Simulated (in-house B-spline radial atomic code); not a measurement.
A fraction x of an electron is removed from 4d in In III (In2+), starting from [Kr] 4d10 5s1 and keeping the highest spin. All numbers are computed (scalar-relativistic (X2C) B97-1, spin-polarised, spherical fractional occupations; Fermi nucleus of rms radius 4.6156 fm) with a B-spline radial code for spherical atoms, not measured.

Caution: exact exchange at fractional occupations of open shells leaves self-interaction of up to several eV.

```csv
x,E(x) - E(0) (eV),4d down level (eV)
0,0.0000,-38.388
0.09,3.5137,-39.697
0.17,?,?
0.29,?,?
0.39,16.0856,-44.134
0.5,21.0312,-45.789
0.63,27.1118,-47.763
0.76,33.4504,-49.756
0.98,44.7717,-53.173
1,45.8383,-53.487
```

What belongs in the row x = 0.17?

An energy change of 6.7363 eV; 4d down at -40.869 eV.

What belongs in the row x = 0.29?

An energy change of 11.7468 eV; 4d down at -42.643 eV.

Check Janak's theorem between x = 0.39 and 0.5.

The slope of the energy is 44.96 eV; the orbital levels give 44.96 eV (-ε of the emptying orbital, averaged over the two points).
